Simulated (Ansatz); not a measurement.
```yaml
crystal:
  periodic: [false, false, false]
  atoms:
    - {symbol: N, position_ang: [-1.256832, 1.117157, 0.109809]}
    - {symbol: Ti, position_ang: [0.284859, 0.058545, 0.042415]}
    - {symbol: N, position_ang: [-0.112591, -1.609008, 0.786175]}
    - {symbol: N, position_ang: [0.209817, -0.455187, -1.869901]}
    - {symbol: N, position_ang: [1.630097, 1.080686, 0.858103]}
    - {symbol: H, position_ang: [-1.496570, 1.982806, -0.412875]}
    - {symbol: H, position_ang: [-2.095789, 0.984345, 0.953078]}
    - {symbol: H, position_ang: [-0.062932, -1.820153, 2.256977]}
    - {symbol: H, position_ang: [-0.620011, -2.509179, 0.491329]}
    - {symbol: H, position_ang: [1.027404, -0.470665, -2.608029]}
    - {symbol: H, position_ang: [-0.507752, -0.559429, -2.190992]}
    - {symbol: H, position_ang: [2.397073, 0.266679, 0.580255]}
    - {symbol: H, position_ang: [1.861568, 1.535780, 0.773618]}
basis:
  gaussian: {orbitals: ANO-RCC-VTZP}
magnetization: {spin_polarized: true, initial_magnetization: 0}
hamiltonian: {xc: {name: B97M-V}, pseudopotentials: {relativity: none}}
outputs: {forces: true}
output: {forces: true}
```

```sh
$ ansatz run in.yaml --threads 2 --pin off --events-out ev --progress --plain --max-ram 22528MiB --backend cuda --devices 0, --max-vram 18GiB
```

Question: How does Ansatz answer? (Estimate.)

Answer: The calculation gave: The input was rejected before any iteration.
```
Error: YAML parse error: error: line 21 column 1: unknown field `outputs`, expected one of crystal, accuracy, basis, kpoints, hamiltonian, magnetization, projection, total_charge, correlation, batch, efield, external_charges, scf, relax, neb, saddle, md, ramp, phonons, dielectric, real_time, elastic, magnetic_configurations, gw, evaluate, workflow, output, checkpoint, execution
  --> <input>:21:1
   |
19 | magnetization: {spin_polarized: true, initial_magnetization: 0}
20 | hamiltonian: {xc: {name: B97M-V}, pseudopotentials: {relativity: …
21 | outputs: {forces: true}
   | ^ unknown field `outputs`, expected one of crystal, accuracy, basis, kpoints, hamiltonian, magnetization, projection, total_charge, correlation, batch, efield, external_charges, scf, relax, neb, saddle, md, ramp, phonons, dielectric, real_time, elastic, magnetic_configurations, gw, evaluate, workflow, output, checkpoint, execution
22 | output: {forces: true}
   |
```
